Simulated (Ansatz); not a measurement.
Molecule: C$_{2}$H$_{7}$O$_{2}$Si (charge 0, doublet). It need not be the lowest isomer of its formula. 
Coordinates optimised at B3LYP-D3(BJ)/def2-TZVP (Ansatz, a program for electronic structure):
SMILES: [CH2][Si](C)(O)O
```xyz
12

C      1.6341    -0.7810    -0.4188
Si     0.0308     0.0060     0.0149
C     -1.4217    -0.6829    -0.9220
O     -0.1061    -0.2426     1.6449
O      0.0226     1.6190    -0.3607
H      2.2329    -1.3268     0.3013
H      2.0457    -0.7509    -1.4220
H     -1.5560    -1.7450    -0.7106
H     -1.2805    -0.5636    -1.9980
H     -2.3417    -0.1595    -0.6500
H     -0.8957     0.0880     2.0803
H      0.7585     2.1464    -0.0386
```
Charge 0, spin multiplicity 2.

Property: atomisation energy (electronic, to ground-state atoms), in kcal/mol. Correlated levels leave the core frozen unless marked. UHF or UKS for open shells. Spin-orbit coupling is left out. Non-relativistic. The coupled-cluster limit lacks core correlation, which all-electron functionals hold. Basis-set limits of correlation are two-point, X^-3; Hartree-Fock from the larger set.

```csv
level,program,atomisation energy (kcal/mol)
HF/6-31G,Ansatz,717.6
HF/cc-pV(T+d)Z,Ansatz,821.5
r2SCAN-D3(BJ)/def2-TZVPD,Ansatz + dftd3,1114.8
PBE0-D3(BJ)/def2-TZVP,Ansatz + dftd3,1105.3
LC-wPBE-D3(BJ)/def2-TZVPD,Ansatz + dftd3,1111.5
CCSD(T)/cc-pwCVTZ,Ansatz,1085.2
"CCSD(T)/CBS(cc-pV(T+d)Z,cc-pV(Q+d)Z)",Ansatz,1114.3
```
